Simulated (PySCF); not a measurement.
Level of theory: PySCF 2.14.0 with M06-2X/def2-TZVP // B3LYP-D3(BJ)/def2-TZVP. All species are isolated molecules in the gas phase. One relaxed conformer stands for a flexible species; it need not be the lowest. Delta-SCF ions had no search for a lower state. Excitations are Tamm–Dancoff values on a coarser integration grid. The basis has no diffuse functions, so Rydberg states are missing or too high.

Reference species (SMILES): `BCBO` (neutral, multiplicity 1).

| Quantity | Result |
|---|---|
| vertical ionisation energy (Delta-SCF) | 11.20 eV |
| T1 excitation (TDA) | 5.19 eV |
| S1 oscillator strength | 0.006 |
| HOMO | -9.97 eV |

Changed species: `CBOB`.

### Question
What does the change do to the vertical ionisation energy (Delta-SCF), T1 excitation (TDA), S1 oscillator strength and HOMO?

### Answer
the vertical ionisation energy (Delta-SCF) decreases by 0.09 eV, to 11.11 eV; the T1 excitation (TDA) increases by 0.46 eV, to 5.65 eV; the S1 oscillator strength is nearly the same; the HOMO rises by 0.04 eV, to -9.93 eV.
